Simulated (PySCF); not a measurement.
A structure optimised at TPSSh-D3(BJ)/def2-SVP, used in a PySCF frequency run:

```xyz
6

Cl    -0.0505     2.1576     0.0000
C      0.4457     0.4977     0.0000
C     -0.4457    -0.4977     0.0000
Cl     0.0505    -2.1576     0.0000
H      1.5256     0.3421     0.0000
H     -1.5256    -0.3421     0.0000
```
Charge 0, spin multiplicity 1.

Write its SMILES, formula and point group.

Cl/C=C/Cl, C2H2Cl2, C2h

What are its rotational constants (standard atomic weights)?

52.422, 1.5030, 1.4611 GHz
